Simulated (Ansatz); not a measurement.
One change: `[O]1[AlH][SiH2]1` becomes `[OH][Al]1[O][SiH2]1`.

Ansatz, PBE0-D4/def2-TZVP geometries, multiplicity 1. Each molecule was computed in one conformer, which needn't be the lowest.

```tsv
property	`[O]1[AlH][SiH2]1`
size of the dipole moment (B3LYP/def2-TZVPP) / D	1.72
vertical ionisation energy (CCSD(T)/CBS(def2)) / eV	8.59
HOMO energy (ωB97M-V/def2-TZVPP) / eV	-8.30
LUMO energy (PBE0/def2-TZVPP) / eV	-1.51
ideal-gas entropy at 298 K and 1 bar (rigid rotor, harmonic PBE0-D4/def2-TZVP) / J/(mol·K)	282
HOMO energy (B3LYP/def2-TZVPP) / eV	-6.15
```

(1) Give the same properties after the change, and the shifts. (Estimate.)

Answers

(1) The calculation gave: 
```
                                                                                  property  `[OH][Al]1[O][SiH2]1`  shift
                                          size of the dipole moment (B3LYP/def2-TZVPP) / D                   2.71   0.99
                                       vertical ionisation energy (CCSD(T)/CBS(def2)) / eV                   8.66   0.07
                                                     HOMO energy (ωB97M-V/def2-TZVPP) / eV                  -8.39  -0.09
                                                        LUMO energy (PBE0/def2-TZVPP) / eV                  -1.64  -0.13
ideal-gas entropy at 298 K and 1 bar (rigid rotor, harmonic PBE0-D4/def2-TZVP) / J/(mol·K)                    315     33
                                                       HOMO energy (B3LYP/def2-TZVPP) / eV                  -6.21  -0.06
```

With PBE0 the HOMO falls by 0.06 eV and the LUMO falls by 0.13 eV, so the gap narrows by about 0.07 eV. PBE moves the HOMO by -0.03 eV and ωB97M-V by -0.09 eV. The zero-point energy changes by 18.7 kJ/mol with +3 modes. Dipoles are sizes alone; their direction can turn.

B3LYP here is the variant with VWN-RPA as its local correlation; programs differ in this.
